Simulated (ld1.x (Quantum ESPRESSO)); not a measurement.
# H (Z = 1) ultrasoft: all-electron and pseudo phase curves

ld1.x (Quantum ESPRESSO) 7.5 input, shortened:

```
&input
   title='H', zed=1., rel=1, dft='PBE', iswitch=3,
   config='1s1 2p-2'
 /
 &inputp
   pseudotype=3, tm=.true., lloc=-1, rcloc=1.10,
   nlcc=.false.,
   which_augfun='PSQ', rmatch_augfun=1.10
 /
4
1S  1  0   1.00   0.00  1.05  1.40  0.0
1S  1  0   0.00  -0.10  1.05  1.40  0.0
2P  2  1  -2.00   0.10  1.10  1.30  0.0
2P  2  1  -2.00   0.85  1.10  1.30  0.0
 &test
   configts(1)='1s1'
 /
```

The phase is arctan(r·u′/u) with u = r·R(r), unwrapped; energies in Ry, scanned from -2 to 5 Ry. A pole is an energy at which the radial function vanishes at the test radius. The pseudo phase is shifted by a multiple of π to meet the all-electron one at the reference energy, and phase errors are pseudo minus all-electron; the curves can meet again beyond the range given. Levels narrower than the energy grid can be missing from the lists of poles.

Problem. For each channel, where are the poles, and over which energies does the pseudopotential scatter like the atom?

Solution.

| channel | radius (bohr) | reference energy (Ry) | poles, all-electron | poles, pseudo | unbroken range about the reference energy with phases within 0.05 rad | phase error 1 Ry above the reference energy (rad) |
| --- | --- | --- | --- | --- | --- | --- |
| s | 1.56 | -0.48 | 1.26 | 1.26 | the whole range | -0.000 |
| p | 1.56 | 0.10 | none | none | the whole range | -0.000 |

Phases in the p channel:

```
E (Ry)  all-electron  pseudo
 -2.00         1.184   1.184
 -1.76         1.168   1.168
 -1.52         1.150   1.150
 -1.28         1.130   1.130
 -1.04         1.107   1.107
 -0.80         1.081   1.081
 -0.56         1.051   1.051
 -0.32         1.017   1.017
 -0.08         0.976   0.976
  0.16         0.926   0.926
  0.40         0.867   0.867
  0.64         0.794   0.794
  0.88         0.704   0.704
  1.12         0.590   0.590
  1.36         0.447   0.447
  1.60         0.270   0.270
  1.84         0.059   0.059
  2.08        -0.174  -0.174
  2.32        -0.405  -0.406
  2.56        -0.615  -0.615
  2.80        -0.790  -0.790
  3.04        -0.932  -0.932
  3.28        -1.045  -1.045
  3.52        -1.135  -1.135
  3.76        -1.208  -1.208
  4.00        -1.268  -1.268
  4.24        -1.317  -1.317
  4.48        -1.359  -1.360
  4.72        -1.396  -1.396
  4.96        -1.427  -1.427
```
